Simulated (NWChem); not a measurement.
System: PbH₂SO, singlet; SMILES [OH][Pb][SH]

Here is an NWChem input.

```
start job
memory heap 200 mb stack 900 mb global 1100 mb
geometry units angstroms noautoz
  Pb    -0.263109    -0.399538    -0.001451
  O      1.705725    -1.130303     0.000361
  H      2.382033    -0.441114     0.000182
  S      0.379149     2.086606    -0.003332
  H     -0.911818     2.488644    -0.004495
end
basis spherical
  * library def2-svp
end
ecp
  Pb library def2-ecp
end
dft
  xc xpbe96 cpbe96
  iterations 150
  vectors input atomic output neutral.movecs
end
task dft energy
charge 1
dft
  odft
  mult 2
  vectors input atomic output cation.movecs
end
task dft energy
```

Low-valent species are run as closed-shell singlets; no triplet was tried in these runs. All runs use the structure optimised with PBE0/def2-SVP. Not confirmed as a minimum by frequencies. def2 effective core potentials on Pb; no spin-orbit coupling.

Ions are spin-unrestricted doublets at the neutral geometry; other ion states weren't tried.

Q: Predict the main results of this run. (PBE/def2-SVP with def2 effective core potentials on Pb, vertical spin-unrestricted ions.) Quantities: vertical ionisation energy, ΔSCF (eV); −ε(HOMO) (eV).

A: 
```yaml
vertical ionisation energy, ΔSCF (eV): 8.91
"−ε(HOMO) (eV)": 5.79
```
